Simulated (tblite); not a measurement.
Isomers of C7H8N2. Level: GFN2-xTB in tblite, geometry and Hessian alike; calculated harmonic values, unscaled, isolated species. Errors from tens to a few hundred cm⁻¹ against measured bands are possible. One conformer each.

Electronic energies: GFN2-xTB at the same geometries; isomer energies are rough at this level and their order can be wrong.

| SMILES | electronic energy, lowest = 0 (kcal/mol) |
| --- | --- |
| C/N=C/c1cccnc1 | 0.0 |
| C#C[C@@H](C#N)C1CNC1 | 64.7 |
| N#CC1=N[C@@H]1C1CCC1 | 60.9 |

Question: How do GFN2-xTB zero-point energies change the relative energies?

Answer: 
| SMILES | ZPE (kcal/mol) | of it from modes above 1550 cm⁻¹ | electronic (kcal/mol) | with ZPE, lowest = 0 (kcal/mol) | lowest mode (cm⁻¹) | rings |
| --- | --- | --- | --- | --- | --- | --- |
| C/N=C/c1cccnc1 | 83.5 | 41.2 | 0.0 | 0.0 | 73 | 1 |
| N#CC1=N[C@@H]1C1CCC1 | 84.4 | 40.3 | 60.9 | 61.7 | 42 | 2 |
| C#C[C@@H](C#N)C1CNC1 | 83.2 | 41.6 | 64.7 | 64.4 | 56 | 1 |

The zero-point energies span 1.2 kcal/mol, from `C#C[C@@H](C#N)C1CNC1` to `N#CC1=N[C@@H]1C1CCC1`. The order is unchanged.

Question: What do entropy and thermal enthalpy add at 298.15 K and 1 bar (rigid rotor, harmonic oscillator, one conformer each)?

Answer: 
```json
{"SMILES": "C/N=C/c1cccnc1", "point group": "Cs", "symmetry number": "1", "S (cal/(mol K))": "89.4", "H − H(0) (kcal/mol)": "5.79", "ZPE + H − H(0) − TS (kcal/mol)": "62.7"}
{"SMILES": "N#CC1=N[C@@H]1C1CCC1", "point group": "C1", "symmetry number": "1", "S (cal/(mol K))": "93.3", "H − H(0) (kcal/mol)": "5.97", "ZPE + H − H(0) − TS (kcal/mol)": "62.5"}
{"SMILES": "C#C[C@@H](C#N)C1CNC1", "point group": "C1", "symmetry number": "1", "S (cal/(mol K))": "94.4", "H − H(0) (kcal/mol)": "6.34", "ZPE + H − H(0) − TS (kcal/mol)": "61.4"}
```
